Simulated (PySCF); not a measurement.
Job file and geometry (Å, from GFN2-xTB, dihedral held) of an NMR shielding run on `[C@@H](B)(C)CF`, C₃H₈BF, GIAO PBE0/pcSseg-1 NMR shielding, non-relativistic, gas phase in PySCF; density fitting, a coarse starting grid and PySCF grid level 2 are the driver's defaults:

```
{"job": {"kind": "nmr", "xc": "PBE0", "basis": "pcSseg-1", "pop": false}, "charge": 0, "multiplicity": 1}
B     -0.734074    -1.497922     0.114486
C      0.018270    -0.174817    -0.306253
C      1.389142     0.062558     0.338972
C     -0.851103     1.083595    -0.193370
F     -1.590876     1.073930     0.969943
H     -0.142963    -2.381150     0.596841
H     -1.872928    -1.608827    -0.116281
H      0.196049    -0.312516    -1.384959
H      1.902756     0.898395    -0.134160
H      1.271401     0.285832     1.397004
H      2.012329    -0.822701     0.245897
H     -1.583965     1.140017    -1.005393
H     -0.250844     1.999098    -0.169700
```

Problem. Write the output of this run.

Solution. 
```
coarse grid: 10392 points
cycle   1  E = -243.3977801005  dE =  2.582e-01  |g| = 4.993e-01  |ddm| = 2.876e+00
cycle   2  E = -243.3742655388  dE =  2.351e-02  |g| = 6.588e-01  |ddm| = 8.486e-01
cycle   3  E = -243.4462615609  dE = -7.200e-02  |g| = 5.221e-02  |ddm| = 4.884e-01
cycle   4  E = -243.4466396922  dE = -3.781e-04  |g| = 2.680e-02  |ddm| = 5.243e-02
cycle   5  E = -243.4467978976  dE = -1.582e-04  |g| = 4.274e-03  |ddm| = 2.365e-02
cycle   6  E = -243.4468019983  dE = -4.101e-06  |g| = 1.003e-03  |ddm| = 4.097e-03
final grid: 99416 points
cycle   7  E = -243.4833121614  dE = -3.774e-05  |g| = 7.334e-03  |ddm| = 2.200e-02
cycle   8  E = -243.4833058019  dE =  6.360e-06  |g| = 9.355e-03  |ddm| = 1.325e-02
cycle   9  E = -243.4833255054  dE = -1.970e-05  |g| = 8.788e-04  |ddm| = 7.026e-03
cycle  10  E = -243.4833256293  dE = -1.239e-07  |g| = 2.334e-04  |ddm| = 8.051e-04
cycle  11  E = -243.4833256375  dE = -8.153e-09  |g| = 5.066e-05  |ddm| = 1.762e-04
cycle  12  E = -243.4833256381  dE = -6.030e-10  |g| = 1.187e-05  |ddm| = 4.895e-05
converged SCF energy = -243.4833256381

GIAO shielding tensors (ppm)
atom      isotropic    diamagn.    paramagn.     s11        s22        s33       span
  0 B        8.319     191.487    -183.168    -66.943    -33.171    125.071    192.014
  1 C      141.728     250.706    -108.979    109.044    143.460    172.680     63.636
  2 C      165.559     246.981     -81.421    137.499    175.614    183.565     46.066
  3 C       92.763     241.088    -148.325     60.134     82.846    135.308     75.174
  4 F      415.292     473.451     -58.159    355.131    413.196    477.547    122.416
  5 H       23.651      29.963      -6.312     15.258     27.337     28.358     13.101
  6 H       23.413      29.674      -6.261     15.022     26.673     28.545     13.523
  7 H       30.568      31.547      -0.979     24.265     31.483     35.956     11.691
  8 H       30.493      30.217       0.276     26.331     28.948     36.198      9.867
  9 H       29.835      30.298      -0.464     26.271     28.452     34.781      8.510
 10 H       30.008      30.083      -0.074     26.022     27.333     36.671     10.649
 11 H       26.160      29.195      -3.035     21.962     27.072     29.447      7.485
 12 H       27.052      29.394      -2.342     23.373     27.908     29.875      6.501
```

The geometry is no minimum: GFN2-xTB, dihedral held.

Size and cost of the density-fitted run: 125 basis functions, 8.3 s wall time on 1 thread of an Arm Neoverse V1, shared host.
